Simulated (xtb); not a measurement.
Input file for xtb: GFN2-xTB on LiS-, 2S+1 = 1, a spin state set in the input, which need not be the lowest, a point of a bond scan (R = 2.103 Å). Charge -1.

```
$ xtb mol.xyz --gfn 2 --sp --chrg -1 --uhf 0
2

Li     0.00000000     0.00000000     0.00000000
S      0.00000000     0.00000000     2.10341500
```

Program output:

```
[...]
           -------------------------------------------------
          |                Calculation Setup                |
           -------------------------------------------------



           -------------------------------------------------
          |                 G F N 2 - x T B                 |
           -------------------------------------------------

        Reference                      10.1021/acs.jctc.8b01176
      * Hamiltonian:
        H0-scaling (s, p, d)           1.850000    2.230000    2.230000
        zeta-weighting                 0.500000
      * Dispersion:
        s8                             2.700000
        a1                             0.520000
        a2                             5.000000
        s9                             5.000000
      * Repulsion:
        kExp                           1.500000    1.000000
        rExp                           1.000000
      * Coulomb:
        alpha                          2.000000
        third order                    shell-resolved
        anisotropic                    true
        a3                             3.000000
        a5                             4.000000
        cn-shift                       1.200000
        cn-exp                         4.000000
        max-rad                        5.000000


          ...................................................
          :                      SETUP                      :
          :.................................................:
          :  # basis functions                  14          :
          :  # atomic orbitals                  13          :
          :  # shells                            5          :
          :  # electrons                         8          :
          :  max. iterations                   250          :
          :  Hamiltonian                  GFN2-xTB          :
          :  restarted?                      false          :
          :  GBSA solvation                  false          :
          :  PC potential                    false          :
          :  electronic temp.          300.0000000     K    :
          :  accuracy                    1.0000000          :
          :  -> integral cutoff          0.2500000E+02      :
          :  -> integral neglect         0.1000000E-07      :
          :  -> SCF convergence          0.1000000E-05 Eh   :
          :  -> wf. convergence          0.1000000E-03 e    :
          :  Broyden damping             0.4000000          :
          :  net charge                         -1          :
          :  unpaired electrons                  0          :
          ...................................................

 iter      E             dE          RMSdq      gap      omega  full diag
   1     -3.6353504 -0.363535E+01  0.880E+00    1.21       0.0  T
   2     -3.6745042 -0.391538E-01  0.817E+00    3.14       1.0  T
   3     -3.7047243 -0.302201E-01  0.518E+00    2.34       1.0  T
   4     -3.6874108  0.173135E-01  0.494E+00    1.58       1.0  T
   5     -3.7131536 -0.257429E-01  0.585E-01    2.03       1.0  T
   6     -3.7125304  0.623226E-03  0.972E-01    2.20       1.0  T
   7     -3.7127643 -0.233908E-03  0.652E-01    2.02       1.0  T
   8     -3.7132220 -0.457689E-03  0.194E-01    2.14       1.0  T
   9     -3.7132358 -0.137440E-04  0.143E-01    2.14       1.0  T
  10     -3.7132539 -0.181834E-04  0.170E-02    2.12       4.2  T
  11     -3.7132542 -0.235795E-06  0.651E-03    2.12      10.9  T
  12     -3.7132542 -0.364053E-07  0.113E-03    2.12      62.6  T
  13     -3.7132542 -0.793570E-09  0.104E-04    2.12     681.6  T
  14     -3.7132542  0.339195E-11  0.728E-05    2.12     971.9  T

   *** convergence criteria satisfied after 14 iterations ***

         #    Occupation            Energy/Eh            Energy/eV
      -------------------------------------------------------------
         1        2.0000           -0.3948417             -10.7442
         2        2.0000           -0.0866114              -2.3568
         3        2.0000           -0.0743246              -2.0225
         4        2.0000           -0.0743246              -2.0225 (HOMO)
         5                          0.0036789               0.1001 (LUMO)
         6                          0.1253438               3.4108
         7                          0.1253438               3.4108
         8                          0.2742575               7.4629
         9                          0.2763448               7.5197
       ...                                ...                  ...
        13                          0.5120561              13.9338
      -------------------------------------------------------------
                  HL-Gap            0.0780035 Eh            2.1226 eV
             Fermi-level           -0.0353228 Eh           -0.9612 eV

 SCC (total)                   0 d,  0 h,  0 min,  0.003 sec
 SCC setup                      ...        0 min,  0.000 sec (  4.600%)
 Dispersion                     ...        0 min,  0.000 sec (  1.092%)
 classical contributions        ...        0 min,  0.000 sec (  0.866%)
 integral evaluation            ...        0 min,  0.000 sec ( 15.372%)
 iterations                     ...        0 min,  0.002 sec ( 60.566%)
 molecular gradient             ...        0 min,  0.000 sec ( 13.950%)
 printout                       ...        0 min,  0.000 sec (  2.984%)

         :::::::::::::::::::::::::::::::::::::::::::::::::::::
         ::                     SUMMARY                     ::
         :::::::::::::::::::::::::::::::::::::::::::::::::::::
         :: total energy              -3.701449935211 Eh    ::
         :: gradient norm              0.015985901765 Eh/a0 ::
         :: HOMO-LUMO gap              2.122583369470 eV    ::
         ::.................................................::
         :: SCC energy                -3.713254219795 Eh    ::
         :: -> isotropic ES            0.183297897412 Eh    ::
         :: -> anisotropic ES          0.005337993192 Eh    ::
         :: -> anisotropic XC         -0.002162679071 Eh    ::
         :: -> dispersion             -0.000428605710 Eh    ::
         :: repulsion energy           0.011804284583 Eh    ::
         :: add. restraining           0.000000000000 Eh    ::
         :: total charge              -1.000000000000 e     ::
         :::::::::::::::::::::::::::::::::::::::::::::::::::::

           -------------------------------------------------
          |                Property Printout                |
           -------------------------------------------------

    * Orbital Energies and Occupations

         #    Occupation            Energy/Eh            Energy/eV
      -------------------------------------------------------------
         1        2.0000           -0.3948417             -10.7442
         2        2.0000           -0.0866114              -2.3568
         3        2.0000           -0.0743246              -2.0225
         4        2.0000           -0.0743246              -2.0225 (HOMO)
         5                          0.0036789               0.1001 (LUMO)
         6                          0.1253438               3.4108
         7                          0.1253438               3.4108
         8                          0.2742575               7.4629
         9                          0.2763448               7.5197
        10                          0.2763448               7.5197
        11                          0.2808102               7.6412
        12                          0.2808102               7.6412
        13                          0.5120561              13.9338
      -------------------------------------------------------------
                  HL-Gap            0.0780035 Eh            2.1226 eV
Note: The following floating-point exceptions are signalling: IEEE_DENORMAL
normal termination of xtb
             Fermi-level           -0.0353228 Eh           -0.9612 eV

     #   Z          covCN         q      C6AA      α(0)
     1   3 Li       0.763     0.098    55.661    23.946
     2  16 S        0.763    -1.098   194.084    23.564

 Mol. C6AA /au·bohr⁶  :        407.759795
 Mol. C8AA /au·bohr⁸  :      23332.559402
 Mol. α(0) /au        :         47.510215


Wiberg/Mayer (AO) data.
largest (>0.10) Wiberg bond orders for each atom

 ---------------------------------------------------------------------------
     #   Z sym  total        # sym  WBO       # sym  WBO       # sym  WBO
 ---------------------------------------------------------------------------
     1   3 Li   1.521 --     2 S    1.521
     2  16 S    1.521 --     1 Li   1.521
 ---------------------------------------------------------------------------

Topologies differ in total number of bonds
Writing topology from bond orders to xtbtopo.mol

molecular dipole:
                 x           y           z       tot (Debye)
 q only:        0.000       0.000      -4.364
   full:        0.000       0.000      -5.193      13.200
molecular quadrupole (traceless):
                xx          xy          yy          xz          yz          zz
 q only:        8.674       0.000       8.674       0.000       0.000     -17.348
  q+dip:        9.345       0.000       9.345      -0.000       0.000     -18.691
   full:        9.182       0.000       9.182      -0.000       0.000     -18.364


           -------------------------------------------------
          | TOTAL ENERGY               -3.701449935211 Eh   |
          | GRADIENT NORM               0.015985901765 Eh/α |
          | HOMO-LUMO GAP               2.122583369470 eV   |
           -------------------------------------------------

------------------------------------------------------------------------
------------------------------------------------------------------------
 total:
 SCF:
```

The run finished.

Cost: about 0.05 core-seconds (a rough figure).
